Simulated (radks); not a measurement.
Question: Coherent X-ray form factor from a spherical all-electron density. Method: non-relativistic Kohn-Sham, TPSS, spin-polarised, spherical densities, point nucleus; meta-GGA in the generalised Kohn-Sham scheme; computed with a radial shooting solver on a logarithmic mesh with Libxc functionals.

| sin(theta)/lambda (1/angstrom) | f0 (electrons) |
|---|---|
| 0.05 | 61.633 |
| 0.1 | 60.562 |
| 0.15 | 58.874 |
| 0.2 | 56.696 |
| 0.25 | 54.173 |
| 0.3 | 51.448 |
| 0.4 | 45.862 |
| 0.5 | 40.594 |
| 0.6 | 35.907 |
| 0.8 | 28.364 |
| 1 | 22.990 |
| 1.25 | 18.685 |
| 1.5 | 16.067 |
| 2 | 12.550 |

The species is in the configuration that NIST lists as its ground one. Which atom or ion scatters so?

Answer: The ytterbium ion Yb8+, [Kr] 4d10 4f12 5s2 5p2. Extrapolating in s^2 from the first two rows gives f0(0) = 62.0, near the electron count 62; among species with that count, the fall with angle is slower the higher Z, and the table is that of Z = 70; from so few rows the species is fixed only to a neighbour or two.
